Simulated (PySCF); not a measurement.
C₅H₆F₂O₂.
Structure used (GFN2-xTB), in Å, numbered top down from 1:
```
atom  x, y, z in Å
O1     1.614   -2.009    0.635
C2     0.977   -1.052    0.291
C3     1.484    0.367    0.473
O4     0.489    1.341    0.760
C5    -0.618    1.311   -0.033
F6    -0.292    1.647   -1.342
C7    -1.319   -0.054   -0.090
F8    -1.864   -0.296    1.149
C9    -0.336   -1.160   -0.457
H10    2.190    0.413    1.304
H11    2.012    0.638   -0.455
H12   -1.295    2.091    0.337
H13   -2.158   -0.013   -0.797
H14   -0.782   -2.140   -0.275
H15   -0.106   -1.076   -1.523
```

Structure optimised with GFN2-xTB, isolated species.

Take the most abundant isotopes and a rigid rotor. The values belong to one conformer with, in the numbering `[O:1]=[C:2]1[CH2:3][O:4][C@@H:5]([F:6])[C@H:7]([F:8])[CH2:9]1`, O1–C2–C3–O4 -146°, C2–C3–O4–C5 -47°, C3–O4–C5–F6 -66°, O4–C5–C7–F8 68°.

Q: Give the principal moments of inertia and the rotational constants in cm⁻¹.

A: Ia = 225.95, Ib = 327.81, Ic = 417.76 u·Å²; 505379 MHz·u·Å²/I gives 2237, 1542 and 1210 MHz, that is A = 0.07461, B = 0.05143, C = 0.04035 cm⁻¹.

Q: What kind of rotor is it?

A: An asymmetric top. Ray's parameter κ = (2B − A − C)/(A − C) = -0.353; −1 is the prolate and +1 the oblate limit.

Q: What does the inertial defect say?

A: Not planar: Δ = Ic − Ia − Ib = -136.00 u·Å². For a rigid frame Δ = −2 Σ m c², so Σ m c² = 68.00 u·Å² lies off the ab plane: 8.78 from hydrogen and 59.22 from heavier atoms. The atom farthest from that plane is 1.95 Å away.

Q: Estimate the classical rotational partition function at 25 K, 50 K and 500 K.

A: Point group C1, symmetry number σ = 1; q = (√π/σ)·√((kT/h)³/(ABC)), k/h = 20836.6 MHz/K: 10300 at 25 K, 29200 at 50 K, 923000 at 500 K.

Whether it is a minimum is left open (no frequencies). No vibrational averaging or centrifugal distortion is included, and the geometry carries the error of its method.

These are computed values.
